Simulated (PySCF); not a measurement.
A GIAO shielding run with PySCF 2.14.0 with density-fitted response routines (density fitting, non-relativistic, gas phase) on SMILES CCC[Si@@H](NC)[C@@H]1C[C@@H]1F, C$_{7}$H$_{16}$FNSi:

```
$ OMP_NUM_THREADS=1 python probes_run.py task.json out

{"job": {"kind": "nmr", "xc": "PBE0", "basis": "pcSseg-1"}, "charge": 0, "multiplicity": 1}
C      2.534490    -0.558582     0.392041
C      1.027306    -0.760557     0.433505
C      0.245697     0.403355    -0.176141
Si    -1.625109     0.235764    -0.064771
N     -2.366305     1.398301    -1.124900
C     -2.072557     2.810931    -1.118430
C     -2.230181    -1.435883    -0.659523
C     -3.478384    -2.064288    -0.046339
C     -2.142634    -2.651843     0.198436
F     -1.602550    -2.527667     1.442921
H      2.889062    -0.415349    -0.641739
H      2.832665     0.333449     0.966639
H      3.072710    -1.421615     0.813748
H      0.703829    -0.923252     1.475626
H      0.767019    -1.693231    -0.095638
H      0.513859     0.533395    -1.240254
H      0.537011     1.345273     0.324382
H     -2.031339     0.376772     1.377040
H     -3.320263     1.190269    -1.401960
H     -1.006602     2.972886    -0.893809
H     -2.649896     3.394918    -0.373976
H     -2.254747     3.265586    -2.107471
H     -2.078087    -1.612388    -1.731316
H     -4.181232    -2.599980    -0.690408
H     -3.936402    -1.537585     0.796646
H     -1.873976    -3.612066    -0.254359
```

Hardware: 1 thread of an AMD EPYC 9R45 96-Core, shared host. The job also computes population analyses, field gradients, ring-centre shieldings.

Task: How large is the calculation?

Result: 88 electrons, 257 basis functions and 1347 auxiliary functions.

Task: How long does it take, and how much memory does it need?

Result: 45 s of wall time, with 12 SCF cycles and 4 response iterations; peak memory 1.3 GiB. Times on a shared host scatter by some tens of per cent.
